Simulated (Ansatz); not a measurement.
System: As$_{2}$, net charge -1, doublet state. 
Structure (B3LYP-D3(BJ)/def2-TZVP (Ansatz, a first-principles code) minimum search):
```
As
As 1 2.2052
```
Charge -1, spin multiplicity 2.

Basis-set convergence of Hartree-Fock and MP2 correlation energies (hartree) with Ansatz. Correlated levels leave the core frozen unless marked. Open shells are spin-unrestricted. No spin-orbit coupling. Frozen are the shells of the preceding noble gas and the d and f shells that filled before the atom's block. No relativistic terms.

The UHF reference is spin-contaminated (<S^2> 0.59 over the pure value in the largest basis). The T1 diagnostic of CCSD in the largest basis is 0.085, which is high, so the coupled-cluster rows are less sure than usual.

```
basis        functions        E(HF)  E(corr, MP2)
-----------  ---------  -----------  ------------
def2-SVPD           76  -4467.86981      -0.18375
def2-TZVPPD        108  -4468.43221      -0.22628
def2-QZVPPD        190  -4468.52603      -0.24611
```

Extrapolating the two largest sets (X = 3 and 4) as X^-3: E(corr) = (64·(-0.24611) - 27·(-0.22628))/37 = -0.2606 Eh, an estimate of the basis-set limit. The largest set recovers 94.4 % of it, the smallest 70.5 %.
